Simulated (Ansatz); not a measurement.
A run for Ansatz (a quantum-chemistry and plane-wave program): R-CCSD(T)/aug-cc-pVTZ on GeH4 (SMILES [GeH4]) with ghost functions, monomers drawn apart or pushed together. The run froze 14 orbitals, filled d shells among them.

Ansatz 0.2 input:
```yaml
crystal:
  periodic: [false, false, false]
  atoms:
    - {symbol: Ge, position_ang: [0.16168886, -0.50024731, 4.11447731]}
    - {symbol: H, position_ang: [1.38605685, 0.10785955, 3.41449293]}
    - {symbol: H, position_ang: [0.49518683, -0.75323622, 5.59305416]}
    - {symbol: H, position_ang: [-0.20928818, -1.82737077, 3.43832813]}
    - {symbol: H, position_ang: [-1.01962866, 0.47569315, 4.01718247]}
basis:
  gaussian:
    orbitals: aug-cc-pVTZ
    ghost_atoms:
      - {symbol: N, position_ang: [-0.44036939, 0.51231994, 0.14198750]}
      - {symbol: N, position_ang: [-0.11509484, 1.18972059, -0.64869821]}
magnetization: {spin_polarized: false}
correlation: {method: ccsd_t, electrons: outside_noble_gas}
scf: {lower_state_search: off}
```

Program output:

```
Functional definition: HF
[...]
these checks for a lower state are left out or cut short: stability, starts, cluster_reference, orbital_swaps, neighbouring_geometries, increment
integrals: 1.44 GiB planned
1394 factors; integrals over basis functions are off by at most 1.5e-3 eV
mean field: 0.73 GiB planned
mean field evaluation 1: about -56537.0288 eV, gradient 9.7e0 eV
mean field evaluation 2: about -56537.0421 eV, gradient 9.7e0 eV
mean field evaluation 4: about -56537.5891 eV, gradient 1.1e0 eV
mean field evaluation 8: about -56537.5915 eV, gradient 2.9e-4 eV
mean field -56537.59153077 eV, -2077.7181661998 hartree, gradient 1.9e-6 eV, S^2 0.000000; 0 other end points of the search recorded, 0 dependent functions left out
14 core orbitals not correlated
reference -56537.59153077 eV, -2077.7181661998 hartree; 4, 4 occupied and 225, 225 virtual orbitals, 1394 factors
second order -3.84201727 eV of doubles, -0.00000000 eV of singles
coupled cluster: 1.42 GiB planned
cycle   1  -4.39457985 eV  change   -5.5e-1 eV  update   5.4e-2
cycle   2  -4.60530280 eV  change   -2.1e-1 eV  update   1.9e-2
cycle   3  -4.61103834 eV  change   -5.7e-3 eV  update   4.2e-3
cycle   4  -4.60967639 eV  change    1.4e-3 eV  update   1.4e-3
cycle   5  -4.60936787 eV  change    3.1e-4 eV  update   4.0e-4
cycle   6  -4.60932757 eV  change    4.0e-5 eV  update   9.6e-5
cycle   7  -4.60933506 eV  change   -7.5e-6 eV  update   2.5e-5
cycle   8  -4.60934025 eV  change   -5.2e-6 eV  update   7.3e-6
perturbative correction -0.10518683 eV, -0.0038655447 hartree
Total energy: -56542.30605785 eV, -2077.8914218744 hartree
Checks for a lower state left out: stability, starts, cluster_reference, orbital_swaps, neighbouring_geometries, increment
```

The calculation finished and met its thresholds.

Cost: around 4 core-minutes (rough).
